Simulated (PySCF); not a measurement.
Molecule: `C(C[BH3-])(F)(F)F`, [C2H5BF3]-.

Cartesian coordinates in Å; atom numbers follow the order of the lines, from 1:
```xyz
11

B    -1.2989    0.5184    0.4151
C    -0.1111   -0.5989    0.1388
C     1.2663   -0.0774   -0.0561
F     1.3882    0.7600   -1.1038
F     2.1875   -1.0656   -0.2979
F     1.7536    0.5824    1.0125
H    -1.0547    1.1699    1.4481
H    -1.4036    1.2939   -0.5536
H    -2.3760   -0.0950    0.5650
H    -0.0396   -1.3152    0.9768
H    -0.3320   -1.1960   -0.7640
```

Total charge -1.

Geometry PBE0-D3(BJ)/def2-SVP throughout; GIAO in PySCF 2.14, gas phase, one conformer, non-relativistic; equivalent atoms averaged; functional PBE0.

Problem. How do the absolute shieldings σ depend on the basis set? (ppm; last column core-seconds on shared hosts with different chips, so compare them loosely)

Solution. 
```tsv
basis set	functions	B1	C3	C2	F4/F5/F6	H10/H11	H7/H8/H9	core-s
STO-3G	35	156.9	130.2	216.4	401.3	33.44	33.77	2.7
6-31G	64	150.9	59.0	171.8	266.7	31.74	31.59	5.2
pcSseg-0	64	144.6	34.8	163.2	262.9	31.68	31.24	4.1
6-31G*	94	148.0	61.0	168.5	277.5	31.27	31.23	7.1
def2-SVP	109	148.0	56.8	169.4	278.7	30.66	30.78	8.5
cc-pVDZ	109	149.0	60.3	169.1	275.7	30.61	30.75	7.8
pcSseg-1	127	140.9	42.5	156.6	253.5	30.42	30.61	12
aug-cc-pVDZ	183	146.1	58.6	168.7	261.6	30.33	30.56	18
6-311+G(2d,p)	192	142.3	46.4	159.3	247.6	30.52	30.67	19
def2-TZVP	216	143.5	42.5	159.7	249.4	30.59	30.70	21
cc-pVTZ	250	143.8	44.7	160.4	253.2	30.42	30.69	26
IGLO-III	260	139.6	38.6	155.9	245.1	30.40	30.64	29
pcSseg-2	286	139.3	37.5	156.0	247.3	30.30	30.57	26
```

Problem. Which nucleus moves most, in ppm?

Solution. F4/F5/F6 (fluorine of a CF3 group): from 245.1 ppm with IGLO-III to 401.3 ppm with STO-3G. The smallest spread is 3.13 ppm, at H10/H11. Proton shifts span only some 12 ppm, so a few tenths of a ppm matter as much there as several ppm in carbon.

Problem. Taking the largest basis, pcSseg-2 (286 functions), as the yardstick, rank the others by their worst heavy-atom deviation.

Solution. IGLO-III 2.2 ppm (260 functions), def2-TZVP 5.0 ppm (216 functions), pcSseg-1 6.2 ppm (127 functions), cc-pVTZ 7.2 ppm (250 functions), 6-311+G(2d,p) 8.9 ppm (192 functions), pcSseg-0 15.6 ppm (64 functions), aug-cc-pVDZ 21.1 ppm (183 functions), 6-31G 21.5 ppm (64 functions), cc-pVDZ 28.4 ppm (109 functions), 6-31G* 30.3 ppm (94 functions), def2-SVP 31.4 ppm (109 functions), STO-3G 154.0 ppm (35 functions).

A small basis that lands close on one nucleus may do so by chance; judge by the trend and by all nuclei.
